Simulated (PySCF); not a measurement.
# A small calculation by hand: oscillator strength and radiative lifetime

FH4NSn, SMILES [SnH2]([NH2])[F].

Coordinates come from a PBE0-D3(BJ)/def2-SVP optimisation. The def2 effective core potentials stand for the cores of Sn; spin–orbit coupling is left out. One conformer was computed; it need not be the lowest.

TDDFT-M06-2X/def2-SVPD (PySCF 2.14.0) puts the first singlet state with f over 0.02 at 6.49 eV (vertical), with the transition dipole (0.258, -0.574, 0.000) in atomic units.

### Question
Find the oscillator strength, the wavelength and the radiative lifetime that this transition would have in vacuum if emission retraced absorption.

### Answer

|μ|² = 0.3960 au, so |μ| = 1.60 D. ΔE = 6.49/27.211 = 0.2385 hartree. f = (2/3) ΔE |μ|² = 0.063 (the program prints 0.063).
λ = 1239.84/6.49 = 191 nm; ν = 52345 cm⁻¹.
Einstein's coefficient A = 0.6670 ν² f s⁻¹ (ν in cm⁻¹) = 1.2e8 s⁻¹, so τ = 1/A = 8.7 ns. This state is S1. The figure is the radiative limit of this one transition; relaxation, internal conversion, crossing to triplets and a medium change what is measured.
